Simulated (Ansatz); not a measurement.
Input and output for Si18H28.

```yaml
crystal:
  periodic: [false, false, false]
  atoms:
    - {symbol: Si, position_ang: [-2.941065, -0.098980, -2.569930]}
    - {symbol: Si, position_ang: [-2.941947, 0.096025, 2.562656]}
    - {symbol: Si, position_ang: [0.208739, -2.265479, -1.963543]}
    - {symbol: Si, position_ang: [-0.207547, -2.260537, 1.959128]}
    - {symbol: Si, position_ang: [0.001346, -0.001801, -5.011340]}
    - {symbol: Si, position_ang: [-0.206814, 2.262817, -1.965630]}
    - {symbol: Si, position_ang: [2.943040, 0.095450, -2.569417]}
    - {symbol: Si, position_ang: [0.208800, 2.261618, 1.956692]}
    - {symbol: Si, position_ang: [2.943457, -0.093592, 2.562049]}
    - {symbol: Si, position_ang: [-0.001441, 0.000346, 5.001295]}
    - {symbol: Si, position_ang: [-1.256854, -1.387683, -3.588090]}
    - {symbol: Si, position_ang: [-1.759355, -0.897684, 0.784982]}
    - {symbol: Si, position_ang: [-1.757389, 0.896865, -0.794086]}
    - {symbol: Si, position_ang: [-1.260778, 1.388940, 3.580877]}
    - {symbol: Si, position_ang: [1.759212, -0.898465, -0.792574]}
    - {symbol: Si, position_ang: [1.262010, -1.384747, 3.581573]}
    - {symbol: Si, position_ang: [1.259821, 1.384213, -3.588618]}
    - {symbol: Si, position_ang: [1.760143, 0.897465, 0.784075]}
    - {symbol: H, position_ang: [-4.078206, -0.959409, -2.081605]}
    - {symbol: H, position_ang: [-3.478945, 0.926258, -3.537955]}
    - {symbol: H, position_ang: [-3.477356, -0.931113, 3.529966]}
    - {symbol: H, position_ang: [-4.082176, 0.951772, 2.074521]}
    - {symbol: H, position_ang: [-0.536225, -3.204761, -1.053237]}
    - {symbol: H, position_ang: [1.208838, -3.106927, -2.729316]}
    - {symbol: H, position_ang: [-1.206992, -3.102562, 2.725499]}
    - {symbol: H, position_ang: [0.535326, -3.199478, 1.047163]}
    - {symbol: H, position_ang: [-0.902919, 0.826803, -5.888957]}
    - {symbol: H, position_ang: [0.905193, -0.829991, -5.889724]}
    - {symbol: H, position_ang: [-1.206660, 3.103543, -2.732598]}
    - {symbol: H, position_ang: [0.537833, 3.203150, -1.056307]}
    - {symbol: H, position_ang: [3.480352, -0.931062, -3.536341]}
    - {symbol: H, position_ang: [4.080675, 0.955582, -2.081929]}
    - {symbol: H, position_ang: [-0.532864, 3.202812, 1.045899]}
    - {symbol: H, position_ang: [1.210437, 3.102165, 2.722149]}
    - {symbol: H, position_ang: [4.082605, -0.951503, 2.074639]}
    - {symbol: H, position_ang: [3.479886, 0.934454, 3.527862]}
    - {symbol: H, position_ang: [-0.905259, -0.829986, 5.877663]}
    - {symbol: H, position_ang: [0.899469, 0.828612, 5.882441]}
    - {symbol: H, position_ang: [-1.812837, -2.577558, -4.334596]}
    - {symbol: H, position_ang: [-2.645398, -1.933831, 0.124825]}
    - {symbol: H, position_ang: [-2.644192, 1.930710, -0.130663]}
    - {symbol: H, position_ang: [-1.813084, 2.580272, 4.328271]}
    - {symbol: H, position_ang: [2.645373, -1.932391, -0.128505]}
    - {symbol: H, position_ang: [1.814883, -2.574642, 4.330779]}
    - {symbol: H, position_ang: [1.815307, 2.574374, -4.335198]}
    - {symbol: H, position_ang: [2.643359, 1.933934, 0.120455]}
basis:
  gaussian: {orbitals: def2-TZVP, fitting: {mean_field: def2-universal-jkfit}}
hamiltonian: {xc: {name: PBE0}}
scf: {omitted_lower_state_checks: [starts]}
output: {forces: true}
```

```sh
$ ansatz run in.yaml --threads 2 --pin off --events-out ev --progress --plain --max-ram 32768MiB --backend cuda --devices 0, --max-vram 18GiB
```

Output, abridged:

```
Functional definition: PBE0
2808 factors; integrals over basis functions are off by at most 5.8e-1 eV
mean field evaluation 1: about -142198.9043 eV, gradient 2.3e1 eV
mean field evaluation 2: about -142200.5348 eV, gradient 1.1e1 eV
mean field evaluation 4: about -142200.9120 eV, gradient 1.4e0 eV
mean field evaluation 8: about -142200.9021 eV, gradient 4.5e-2 eV
mean field evaluation 16: about -142200.9021 eV, gradient 5.6e-5 eV
mean field -142200.90212031 eV, -5225.7867656882 hartree, gradient 5.6e-5 eV, S^2 0.000000; 0 other end points of the search recorded, 0 dependent functions left out
reference -142200.90219981 eV, -5225.7867686095 hartree; 140, 140 occupied and 694, 694 virtual orbitals, 2808 factors
Total energy: -142200.90219981 eV, -5225.7867686095 hartree
Atom 0 force    -0.168063     0.015349    -0.042687 eV/Å
Atom 1 force    -0.174110    -0.010767     0.038676 eV/Å
Atom 2 force     0.077047    -0.282815    -0.015526 eV/Å
Atom 3 force    -0.075113    -0.291889     0.007101 eV/Å
Atom 4 force    -0.000269     0.000507    -0.195661 eV/Å
Atom 5 force    -0.076206     0.284830    -0.016656 eV/Å
Atom 6 force     0.169913    -0.016112    -0.040612 eV/Å
Atom 7 force     0.077826     0.295815     0.015181 eV/Å
Atom 8 force     0.178245     0.011506     0.041242 eV/Å
Atom 9 force     0.000395     0.004585     0.203605 eV/Å
Atom 10 force    -0.091177    -0.126487    -0.115253 eV/Å
Atom 11 force    -0.257079    -0.107743     0.053467 eV/Å
Atom 12 force    -0.277074     0.111118    -0.035129 eV/Å
Atom 13 force    -0.075550     0.113202     0.110427 eV/Å
Atom 14 force     0.272084    -0.116984    -0.040758 eV/Å
Atom 15 force     0.072058    -0.118488     0.114273 eV/Å
Atom 16 force     0.088312     0.127856    -0.116899 eV/Å
Atom 17 force     0.254750     0.113390     0.044852 eV/Å
Atom 18 force     0.236793     0.186049    -0.111542 eV/Å
Atom 19 force     0.102822    -0.226859     0.200273 eV/Å
Atom 20 force     0.104503     0.226553    -0.198136 eV/Å
Atom 21 force     0.232246    -0.178365     0.110860 eV/Å
Atom 22 force     0.142321     0.206542    -0.214876 eV/Å
Atom 23 force    -0.200249     0.160525     0.167218 eV/Å
Atom 24 force     0.202732     0.163285    -0.166313 eV/Å
Atom 25 force    -0.138458     0.199683     0.214899 eV/Å
Atom 26 force     0.180463    -0.186440     0.168900 eV/Å
Atom 27 force    -0.180463     0.185570     0.169025 eV/Å
Atom 28 force     0.200215    -0.161236     0.167514 eV/Å
Atom 29 force    -0.142659    -0.205870    -0.212908 eV/Å
Atom 30 force    -0.102613     0.226926     0.199212 eV/Å
Atom 31 force    -0.235833    -0.185296    -0.111025 eV/Å
Atom 32 force     0.138451    -0.204085     0.212991 eV/Å
Atom 33 force    -0.204725    -0.163346    -0.166026 eV/Å
Atom 34 force    -0.234109     0.181161     0.112044 eV/Å
Atom 35 force    -0.104654    -0.227759    -0.198206 eV/Å
Atom 36 force     0.178873     0.184424    -0.168921 eV/Å
Atom 37 force    -0.177137    -0.183765    -0.168122 eV/Å
Atom 38 force     0.105729     0.224808     0.134537 eV/Å
Atom 39 force     0.180171     0.207019     0.118782 eV/Å
Atom 40 force     0.181589    -0.206365    -0.124282 eV/Å
Atom 41 force     0.103381    -0.231702    -0.138947 eV/Å
Atom 42 force    -0.180350     0.207422    -0.123907 eV/Å
Atom 43 force    -0.102954     0.229590    -0.140303 eV/Å
Atom 44 force    -0.104712    -0.226710     0.135019 eV/Å
Atom 45 force    -0.177360    -0.208629     0.122599 eV/Å
Dipole moment:     0.000979     0.000002    -0.002029 e Å
Checks for a lower state left out: starts
```

Run time 18 s (2 threads of AMD EPYC 7R13 on a shared host and a share (18 GiB) of an NVIDIA H100 80GB HBM3), peak host memory 1.9 GiB.
